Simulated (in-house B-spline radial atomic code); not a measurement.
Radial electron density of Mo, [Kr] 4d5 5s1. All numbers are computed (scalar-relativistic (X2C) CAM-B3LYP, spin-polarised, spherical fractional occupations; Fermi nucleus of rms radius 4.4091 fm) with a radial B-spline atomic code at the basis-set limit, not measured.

One-electron X2C: radii and densities carry no picture-change correction, so inner-shell <1/r> comes out high (for 1s by about 2 % at Z = 33, 5 % at 54, 10 % at 75, 30 % at 118) and <r> low.

Columns: r (bohr), 4πr²n(r) (electrons per bohr), bar.

```
 0.00113    1.411 #
  0.0014    2.014 #
 0.00174    2.876 ##
 0.00216    4.075 ###
 0.00269     5.76 ####
 0.00333    7.988 #####
 0.00414    11.02 #######
 0.00514    14.94 ##########
 0.00638    19.88 #############
 0.00792    25.84 #################
 0.00983    32.62 ######################
  0.0122    39.74 ###########################
  0.0151    46.25 ###############################
  0.0188    51.24 ##################################
  0.0233    53.35 ####################################
   0.029    52.14 ###################################
   0.036    48.54 #################################
  0.0447    45.16 ##############################
  0.0554    45.44 ##############################
  0.0688    51.24 ##################################
  0.0854    60.15 ########################################
   0.106     65.6 ############################################
   0.132    61.64 #########################################
   0.163    50.58 ##################################
   0.203    41.54 ############################
   0.252    42.84 #############################
   0.313    49.19 #################################
   0.388    47.77 ################################
   0.482    34.64 #######################
   0.598    19.53 #############
   0.742    12.09 ########
   0.922    11.46 ########
    1.14    11.14 #######
    1.42    8.379 ######
    1.76     5.05 ###
    2.19    2.728 ##
    2.72    1.503 #
    3.37    0.827 #
    4.19    0.399 
     5.2    0.155 
    6.45   0.0445 
    8.01 0.008558 
    9.94 0.001007 
    12.3 6.638e-05
```

On this grid the curve has 3 maxima, near 0.0233, 0.106, 0.313 bohr.

The 4d up radial function P(r) = rR(r), positive near the nucleus:

```json
{"r (bohr)": "0.0122", "P": "0.0007661"}
{"r (bohr)": "0.0188", "P": "0.002486"}
{"r (bohr)": "0.029", "P": "0.007774"}
{"r (bohr)": "0.0447", "P": "0.02276"}
{"r (bohr)": "0.0688", "P": "0.06028"}
{"r (bohr)": "0.106", "P": "0.1385"}
{"r (bohr)": "0.163", "P": "0.2562"}
{"r (bohr)": "0.252", "P": "0.3431"}
{"r (bohr)": "0.388", "P": "0.2416"}
{"r (bohr)": "0.598", "P": "-0.1281"}
{"r (bohr)": "0.922", "P": "-0.5742"}
{"r (bohr)": "1.42", "P": "-0.7495"}
{"r (bohr)": "2.19", "P": "-0.5868"}
{"r (bohr)": "3.37", "P": "-0.31"}
{"r (bohr)": "5.2", "P": "-0.1032"}
{"r (bohr)": "8.01", "P": "-0.01777"}
{"r (bohr)": "12.3", "P": "-0.001097"}
```
